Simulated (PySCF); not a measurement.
**Iridium: highly charged ions in a basis for the neutral atom**

Ir⁷⁺ [Xe] 4f14 5d2, Ir⁸⁺ [Xe] 4f14 5d1. Calculation: PySCF 2.14, in def2-SVP with the def2 core potential (60 electrons) (6s3p2d1f, 32 functions); scalar relativity through the core potential. No spin-orbit coupling, so a gap to NIST mixes the basis error with missing relativistic terms.

Changed run: basis of the neutral atom used for a highly charged ion. This setting is unsound on purpose.

```tsv
species	method	sound run (hartree)	changed run (hartree)	converged
Ir⁷⁺	UHF	not run	-91.97399	yes
Ir⁷⁺	PBE	not run	-92.43880	yes
Ir⁷⁺	B3LYP	not run	-92.44653	yes
Ir⁸⁺	UHF	not run	-88.12172	yes
Ir⁸⁺	PBE	not run	-88.55507	yes
Ir⁸⁺	B3LYP	not run	-88.55837	yes
```

Ionisation energy of Ir⁷⁺:

| method | changed run (eV) | NIST (eV) |
| --- | --- | --- |
| UHF | 104.83 | 105 ± 2.1 |
| PBE | 105.68 | 105 ± 2.1 |
| B3LYP | 105.80 | 105 ± 2.1 |

The contracted functions were made for the neutral atom and can be too rigid for a highly charged ion.
